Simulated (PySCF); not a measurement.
Two species compared at the same levels of theory.

First species: C3H9NOSi.
Bonds: C1–N2 (double), N2–Si3, Si3–C4, C4–O5, O5–C6. Hydrogens: H7, H8 on C1; H9, H10 on Si3; H11, H12 on C4; H13, H14, H15 on C6.

Second species: C7H13NSi.
Structure used (PBE0-D3(BJ)/def2-SVP), in Å, numbered top down from 1:
```xyz
22
C7H13NSi angstrom
C      3.2686   -1.9269   -0.0501
C      2.7343   -1.0303   -0.6784
Si     1.8751    0.3401   -1.5728
N      0.5837    1.0622   -0.6764
C      0.8549    2.0268    0.3634
C     -0.7169    0.4316   -0.6223
C     -0.9193   -0.5433    0.5463
C     -2.2500   -1.2203    0.4928
C     -3.2214   -1.0936    1.3980
H      3.7399   -2.7205    0.5027
H      2.8952    1.3891   -1.8585
H      1.3050   -0.2396   -2.8225
H      0.9764    1.5800    1.3691
H      0.0341    2.7642    0.4251
H      1.7792    2.5811    0.1389
H     -0.8861   -0.1079   -1.5706
H     -1.4977    1.2147   -0.5734
H     -0.8102   -0.0107    1.5050
H     -0.1121   -1.2968    0.5061
H     -2.4293   -1.8558   -0.3853
H     -3.0925   -0.4689    2.2886
H     -4.1778   -1.6119    1.2892
```

Levels: PBE0/def2-SVPD for dipole moment, HOMO energy, LUMO energy, HOMO–LUMO gap, static isotropic polarisability and electronic spatial extent ⟨r²⟩ about the centre of nuclear charge; TDDFT PBE0/def2-SVPD for lowest singlet excitation; TDA PBE0/def2-SVPD for lowest triplet excitation (Tamm–Dancoff); ΔSCF PBE0/def2-SVPD for vertical ionisation energy; PBE0-D3(BJ)/def2-SVP for rotational constant A and rotational constant C. Geometries: PBE0-D3(BJ)/def2-SVP. Each species is one conformer at its optimised geometry, gas phase, non-relativistic unless stated. Electronic properties by PySCF.

Dipoles, sizes and rotational constants follow the conformer. The torsions of the flexible species, by atom-mapped SMILES:
- `[CH2:1]=[N:2][SiH2:3][CH2:4][O:5][CH3:6]`: C1–N2–Si3–C4 121°, N2–Si3–C4–O5 -170°, Si3–C4–O5–C6 -73°
- `[CH:1]#[C:2][SiH2:3][N:4]([CH3:5])[CH2:6][CH2:7][CH:8]=[CH2:9]`: C2–Si3–N4–C5 79°, Si3–N4–C6–C7 91°, N4–C6–C7–C8 -176°, C6–C7–C8–C9 -116°

```csv
property,column X,column Y
dipole moment,0.77 D,0.79 D
HOMO energy,-6.49 eV,-7.11 eV
LUMO energy,-0.22 eV,-1.00 eV
HOMO–LUMO gap,6.27 eV,6.11 eV
lowest singlet excitation,5.13 eV,4.09 eV
lowest triplet excitation (Tamm–Dancoff),4.30 eV,3.43 eV
static isotropic polarisability,119.0 au,79.1 au
vertical ionisation energy,8.12 eV,8.91 eV
electronic spatial extent ⟨r²⟩ about the centre of nuclear charge,1996 bohr²,1043 bohr²
rotational constant A,1.911 GHz,9.798 GHz
rotational constant C,0.599 GHz,1.153 GHz
```

Task: Which column belongs to which species?

Result: Column X is the second species and column Y the first. The first has 15 atoms and 56 electrons, the second 22 and 76.

Task: How does each property change from the first species to the second?

Result: dipole moment -0.02 D; HOMO energy +0.62 eV; LUMO energy +0.78 eV; HOMO–LUMO gap +0.16 eV; lowest singlet excitation +1.04 eV; lowest triplet excitation (Tamm–Dancoff) +0.87 eV; static isotropic polarisability +39.9 au; vertical ionisation energy -0.79 eV; electronic spatial extent ⟨r²⟩ about the centre of nuclear charge +953 bohr²; rotational constant A -7.887 GHz; rotational constant C -0.554 GHz.

On the first: No computed singlet falls in the visible range (750 to 380 nm, 1.65 to 3.26 eV); S1 lies 0.83 eV above its blue end. The dipole equals about 2.6 × 10⁻³⁰ C·m (1 D = 3.33564 × 10⁻³⁰ C·m).

On the second: S1 lies 1.14 eV below the HOMO–LUMO gap; its leading configuration is HOMO→LUMO, weight 0.97. The dipole equals about 2.6 × 10⁻³⁰ C·m (1 D = 3.33564 × 10⁻³⁰ C·m).
